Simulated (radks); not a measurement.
Results of a calculation; reference values are marked as such.
The silicon anion Si4-, [Ar], held by a Watson sphere: a shell of charge +4 at radius R that stands for the Madelung well of a crystal (potential energy -4/R inside, -4/r outside, in hartree with lengths in bohr). Level of theory: scalar-relativistic Kohn-Sham, r2SCAN, spin-polarised, spherical densities, finite nucleus; meta-GGA in the generalised Kohn-Sham scheme; Fermi nuclear charge, rms radius of each element as measured or else 0.836 A^(1/3) + 0.57 fm (a radial shooting solver on a logarithmic mesh with Libxc functionals).

R (bohr)  e(2p) (eV)  e(3s) (eV)  e(3p) (eV)  <r> 3p (bohr)  sum of <r^2> (bohr^2)  X-ray form factor at sin(theta)/lambda = 0.2 1/angstrom
2.54         -93.926     -13.893      -7.171          2.670                  64.01                                                    9.775
3.68         -94.343     -10.701      -5.125          3.292                  93.56                                                    9.403
3.74         -94.367     -10.582      -5.036          3.325                  95.27                                                    9.402
4.19         -94.507      -9.819      -4.435          3.577                  108.7                                                    9.422
4.57         -94.582      -9.331      -4.012          3.793                  120.8                                                    9.461
